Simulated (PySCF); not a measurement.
# Dipole response of Mn⁺ (manganese, charge +1)

[Ar] 3d4 4s2, high-spin 5D determinant (an excited configuration). Calculation: PySCF 2.14, in dyall-av2z; no relativity, point nucleus. Coupled (time-dependent) response in atomic units; α is the mean over directions. A double-zeta set is small for polarisabilities.

| method | mean α (bohr³) | α xx, yy, zz | C₆ (like pair) | S(−4) |
| --- | --- | --- | --- | --- |
| TPSS | 37.78 | 38.40, 38.40, 36.53 | 266.9 | 742.1 |

S(−4) is the Cauchy moment in α(ω) = α(0) + S(−4) ω² + …

α(iu) at TPSS:

```
u (hartree)  α(iu) (bohr³)
          0          37.78
     0.0500          36.03
      0.100          31.77
      0.200          22.05
      0.300          15.07
      0.500          8.141
      0.750          4.806
       1.00          3.323
       1.50          1.990
       2.00          1.375
       3.00         0.7961
       5.00         0.3789
```

A single London oscillator, α(iu) = α/(1 + u²/ω²), gives C₆ = (3/4) ω α². Matching the computed C₆ needs ω = 4 × 266.9 / (3 × 37.78²) = 0.249 hartree.

For an ion, C₆ is the dispersion term alone; charge-induced terms of lower order in 1/R come first.

The components differ because the open shell of this determinant is not spherical; for a pure term their mean is the scalar polarisability.
